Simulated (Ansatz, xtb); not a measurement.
# Two isomers of C8H6O

We compare a, `C#Cc1ccoc1C=C`, a singlet, with b, `C#Cc1cc(C=C)co1`, a singlet. Both are isolated molecules in the gas phase, relaxed with PBE0-D3(BJ)/def2-SVP, each in the lowest conformer that the search found.

Energies in hartree; the thermal terms are from GFN2-xTB frequencies at re-optimised GFN2-xTB minima (ideal gas, soft modes damped towards free rotors, one conformer each, 298.15 K, 1 atm) and include the zero-point energy:

|  | a | b |
| --- | --- | --- |
| E, CCSD(T)/def2-SVP | −382.214687 | −382.208456 |
| E, MP2/def2-SVP | −382.114219 | −382.107580 |
| E, MP2/def2-TZVPP | −382.805589 | −382.799416 |
| zero-point energy | 0.108869 | 0.108847 |
| H(298 K) − E | 0.118170 | 0.118197 |
| G(298 K) − E | 0.075819 | 0.075622 |

Correct the CCSD(T) difference for the basis set by the MP2 change, then work out ΔE, ΔE₀, ΔH and ΔG for a → b in kcal/mol (1 Eh = 627.51 kcal/mol) and the equilibrium ratio [b]/[a].

1. Differences b − a: CCSD(T) +0.006231, MP2 in the small set +0.006639, MP2 in the large set +0.006173 Eh.
2. ΔE = +0.006231 + (+0.006173 − (+0.006639)) = +0.005765 Eh = +3.62 kcal/mol.
3. ΔE₀ = ΔE + ΔZPE = +0.005765 + (−0.000022) Eh = +3.60 kcal/mol.
4. ΔH = ΔE + (+0.000027) Eh = +3.63 kcal/mol.
5. ΔG = ΔE + (−0.000197) Eh = +3.49 kcal/mol, so ΔS = (ΔH − ΔG)/T = +2.0 J/(mol K).
6. kT = 0.9442 mEh, so K = [b]/[a] = exp(−ΔG/kT) = exp(−5.90) ≈ 0.0027.

Structure a is favoured at this temperature. An error of 1 kcal/mol in ΔG would change K by a factor of 5.4. Mirror images and further conformers aren't counted.

As drawn, both hold the same kinds of bond in the same numbers.

Other levels gave ΔE = +2.4 (GFN2-xTB); +2.7 (HF/STO-3G, GFN2-xTB geometries); +4.4 (r2SCAN-D4/def2-SVP, GFN2-xTB geometries); +4.3 (PBE0-D3(BJ)/def2-SVP); +4.3 (HF/def2-SVP); +4.2 (MP2/def2-SVP); +3.9 (CCSD(T)/def2-SVP) kcal/mol. The correlated steps freeze 9 core orbitals. Programs: Ansatz 0.2.0, xtb 6.7.1.
